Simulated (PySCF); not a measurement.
Input file for PySCF: R-BP86/LANL2DZ on GaH3O (SMILES [OH][GaH2]), a point of a bond scan (R = 1.924 Å).

```python
from pyscf import gto, scf, dft, mp
from pyscf.data.elements import chemcore

mol = gto.M(
    atom='''
    Ga   -0.22521905   -0.28436532    0.02581913
    H     0.06027017   -1.29718128    1.17225298
    H    -1.35945454   -0.30870479   -1.05292543
    O     0.93817677    1.08727522   -0.02402144
    H     0.61294445    2.35874300   -1.43107694
    ''',
    basis='lanl2dz',
    ecp={'Ga': 'lanl2dz'},
    charge=0, spin=0, verbose=3, max_memory=1800)
mf = dft.RKS(mol, xc='b88,p86')
mf.conv_tol = 1e-8
mf.max_cycle = 100
mf.kernel()
if not mf.converged:
    mf = mf.newton().run(mf.mo_coeff, mf.mo_occ)
```

Program output:

```
converged SCF energy = -78.962046253741
```

Self-consistency was reached.

Cost: about 4 core-seconds (a rough figure).
